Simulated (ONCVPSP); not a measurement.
# What one change does to a pseudopotential (Hg, ONCV)

```
Element                 : mercury (Hg)
Generator               : ONCVPSP 4.0.1
Type                    : optimised norm-conserving Vanderbilt (ONCV)
Functional              : PBE
Relativity              : scalar-relativistic
Frozen core             : [Xe] 4f14
Valence charge          : 12
Reference configuration : 5d10 6s1.75 6p0.25
Partial waves           : 6s: rc 2.00 bohr, ncon 4, nbas 8, qcut 2.9 1/bohr, 1 projector; 6p: rc 3.50 bohr, ncon 4, nbas 8, qcut 2.1 1/bohr, 2 projectors, debl 2.8 Ha; 5d: rc 1.50 bohr, ncon 4, nbas 8, qcut 7.2 1/bohr, 3 projectors, debl 1.2 Ha
Local potential         : polynomial inside 1.25 bohr (lpopt 5, dvloc0 3 Ha)
Core correction         : none
```

All-electron outer shells of the reference configuration (PBE, scalar-relativistic, ld1.x):

```tsv
shell	level (eV)	outermost node (bohr)	outermost maximum (bohr)
4f	-96.50	–	0.37
5p	-67.14	0.51	0.93
5d	-10.46	0.55	1.17
6s	-7.26	1.08	2.18
6p	-1.37	1.28	3.30
```

Change: local potential polynomial inside 1.25 bohr (lpopt 5, dvloc0 -1.5 Ha).

Cutoffs: the cutoffs (Ha) at which the residual kinetic energy of the hardest occupied pseudo-wave falls to 1 and 0.1 mHa per electron; they do not see the model core or the augmentation charge, which bear on the density cutoff. Errors are all-electron minus pseudo energies relative to the spin-unpolarised reference configuration.

Predict the effect on cutoff, ghosts and configuration errors.

The potential gets neither clearly harder nor softer (22 Ha and 27 Ha → 22 Ha and 27 Ha); the bound ghosts move from s to p, s; the lowest positive-energy flag moves from p at 29.3 eV to none; the errors of the 3 common tests hardly move. In the separable form a ghost depends on how the local part lies against the semilocal potential of the channel, so the choice of the local part can create or remove one.

| quantity | base | changed |
| --- | --- | --- |
| cutoff, loose | 22 Ha | 22 Ha |
| cutoff, tight | 27 Ha | 27 Ha |
| bound ghosts | s | s, p |
| GHOST(+) flags under 300 eV | p at 29.3 eV | none |
| tests with a reliable result | 3 of 4 | 3 of 4 |
| error for 5d10 6s2 6p0, meV [ΔE -1.46 eV] | +1.0 | +1.0 |
| error for 5d10 6s1 6p0, meV [ΔE 9.23 eV] | -4.5 | -4.2 |
| error for 5d10 6s1.5 6p0, meV [ΔE 2.90 eV] | -1.7 | -1.7 |
| s: phases at 2.04 bohr within 0.05 rad from the reference energy up to (Ha; the scan ends near 5) | 1.2 | 0.6 |
| p: phases at 3.55 bohr within 0.05 rad from the reference energy up to (Ha; the scan ends near 5) | 0.7 | 0.9 |
| d: phases at 1.52 bohr within 0.05 rad from the reference energy up to (Ha; the scan ends near 5) | to the end of the scan | to the end of the scan |

 A true bound ghost makes a file unfit for plane-wave use even where its test errors are small: the radial tests pick states by their node count and pass the ghost by.
